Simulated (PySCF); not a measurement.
**BaCl: energy against distance**

Set-up: Ba x2c-TZVPall, Cl x2c-TZVPall; spin-free X2C with a Gaussian nucleus (PySCF 2.14). Energies in eV from Ba + Cl in their ground configurations at the same level. State: ²Σ⁺ (doublet), unpaired electrons σ ↑.

All columns are PBE0. A positive dipole means Ba(−)Cl(+).

```
R (Å)  E (eV)  μ (D)  Mulliken charge on Ba (basis-dependent)  HOMO (eV)  LUMO (eV)  Mayer bond order  ⟨S²⟩
2.302  -3.861  -2.88                                     0.47      -3.32      -1.53              1.00  0.75
2.409  -4.362  -3.40                                     0.51      -3.42      -1.62              0.92  0.75
2.516  -4.633  -3.93                                     0.54      -3.52      -1.71              0.86  0.75
2.597  -4.727  -4.35                                     0.56      -3.60      -1.77              0.83  0.75
2.677  -4.751  -4.77                                     0.57      -3.68      -1.84              0.80  0.75
2.757  -4.724  -5.20                                     0.59      -3.75      -1.91              0.78  0.75
2.864  -4.630  -5.79                                     0.60      -3.85      -2.00              0.75  0.75
2.998  -4.451  -6.55                                     0.61      -3.97      -2.11              0.72  0.75
3.159  -4.187  -7.46                                     0.63      -4.11      -2.24              0.70  0.75
3.373  -3.807  -8.69                                     0.64      -4.29      -2.41              0.66  0.75
```

A fit through these points gives, at Re = 2.671 Å, μ = -4.74 D and dμ/dR = -5.33 D/Å; the reduced mass is 27.9 u.

Q: How strong is the fundamental in the double-harmonic approximation, I = 42.26·(dμ/dR)²/μred km/mol?

A: I = 42.26·(-5.33)²/27.9 = 43.0 km/mol at PBE0.

These are scalar-relativistic numbers at best; spin–orbit coupling would shift them, the dissociation energy most. The state is the lowest determinant that a PBE0 search found; another state may lie lower at other levels.
